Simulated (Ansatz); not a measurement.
Z-matrix (Å, degrees):
```
C
Si 1 1.864
H 1 1.091 2 110.6
H 1 1.094 2 109.9 3 119.7
H 1 1.092 2 111.0 3 -120.9
B 2 1.931 1 125.6 3 -14.2
S 2 2.172 1 116.2 3 44.8
H 2 1.484 1 111.9 3 175.8
H 6 1.185 2 156.3 1 -82.1
```

The species carries charge 0 and has multiplicity 1.

(1) List the CAM-B3LYP/def2-TZVPP orbital energies in eV (Ansatz). (An estimate is asked.)

Answers

(1) Ansatz gave: Occupied: -2419.67, -1801.23, -278.72, -217.73, -186.22, -162.23, -162.21, -162.21, -145.78, -101.18, -101.07, -101.05, -22.74, -21.49, -15.69, -14.46, -13.42, -13.25, -12.19, -11.36, -10.15, -9.35, -8.25. Lowest empty: -0.48, 1.07, 1.82, 2.08, 2.71, 3.05, 3.35, 3.59.
